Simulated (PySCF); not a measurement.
Species: `CCP(C)CCP`. The columns A, B, C and D hold Mulliken, IAO, Hirshfeld and ESP-fitted charges (e) of one PBE0/pcSseg-1 density (PySCF), in a shuffled order. Coordinates in Å (GFN2-xTB); the density's dipole moment is (-0.73, 0.00, 0.07) D.

| atom | x | y | z | A | B | C | D |
| --- | --- | --- | --- | --- | --- | --- | --- |
| C1 | -2.767 | 0.462 | -1.018 | -0.414 | -0.260 | -0.243 | -0.121 |
| C2 | -1.338 | 0.690 | -0.544 | -0.428 | -0.477 | +0.116 | -0.111 |
| P3 | -0.487 | -0.918 | -0.131 | +0.482 | +0.292 | -0.286 | +0.150 |
| C4 | -1.285 | -1.238 | 1.509 | -0.610 | -0.476 | -0.333 | -0.167 |
| C5 | 1.110 | -0.208 | 0.529 | -0.431 | -0.447 | -0.052 | -0.118 |
| C6 | 2.053 | 0.193 | -0.598 | -0.418 | -0.465 | -0.253 | -0.114 |
| P7 | 3.666 | 0.845 | 0.078 | +0.173 | +0.094 | -0.359 | +0.065 |
| H8 | -2.778 | -0.212 | -1.873 | +0.143 | +0.121 | +0.083 | +0.037 |
| H9 | -3.373 | 0.022 | -0.230 | +0.135 | +0.115 | +0.087 | +0.038 |
| H10 | -3.226 | 1.403 | -1.316 | +0.144 | +0.122 | +0.044 | +0.042 |
| H11 | -0.765 | 1.168 | -1.342 | +0.140 | +0.150 | +0.017 | +0.037 |
| H12 | -1.322 | 1.349 | 0.330 | +0.128 | +0.135 | +0.041 | +0.034 |
| H13 | -2.315 | -1.552 | 1.351 | +0.153 | +0.147 | +0.149 | +0.042 |
| H14 | -0.755 | -2.049 | 2.005 | +0.155 | +0.145 | +0.130 | +0.043 |
| H15 | -1.266 | -0.350 | 2.139 | +0.138 | +0.130 | +0.076 | +0.038 |
| H16 | 0.903 | 0.646 | 1.181 | +0.132 | +0.145 | +0.078 | +0.032 |
| H17 | 1.578 | -0.989 | 1.137 | +0.140 | +0.148 | +0.162 | +0.036 |
| H18 | 2.240 | -0.658 | -1.257 | +0.146 | +0.158 | +0.089 | +0.035 |
| H19 | 1.609 | 0.995 | -1.195 | +0.141 | +0.158 | +0.201 | +0.037 |
| H20 | 4.334 | 0.818 | -1.145 | -0.022 | +0.032 | +0.130 | -0.017 |
| H21 | 4.174 | -0.402 | 0.441 | -0.026 | +0.031 | +0.122 | -0.017 |

**Question.** Which column most likely holds the ESP-fitted charges?

**Answer.** C. Σ q r misses the density's dipole by 0.09 D (C), 0.60 D (D), 0.75 D (B), 1.25 D (A). Charges fitted to the outside potential are the only set here that is tied to the molecule's multipoles.

**Question.** And the Hirshfeld charges?

**Answer.** D. The mean sizes are 0.063 e (D), 0.145 e (C), 0.202 e (B), 0.224 e (A), and Hirshfeld charges are commonly the smallest of these schemes.

As computed, A = IAO, B = Mulliken, C = ESP-fitted, D = Hirshfeld. Hydrogens on carbon: IAO +0.13 to +0.15, Mulliken +0.11 to +0.16, ESP-fitted +0.02 to +0.20, Hirshfeld +0.03 to +0.04 e.

The Hirshfeld scheme divides the density at each point in proportion to the densities of the neutral, spherically averaged free atoms. The ESP scheme is a least-squares fit of atom-centred charges to the potential on four shells outside the van der Waals surface, with the total charge fixed.

Isolated species at its GFN2-xTB geometry (one conformer only).

These values come from a run that also computed NMR shieldings. The run took about 1.8 min of CPU time (one thread, shared machine).

The values belong to the conformer `[CH3:1][CH2:2][P:3]([CH3:4])[CH2:5][CH2:6][PH2:7]`: C1–C2–P3–C4 -77°, C2–P3–C5–C6 -80°, P3–C5–C6–P7 -178°, H–P7–C6–C5 168°, H–P7–C6–C5 75°.
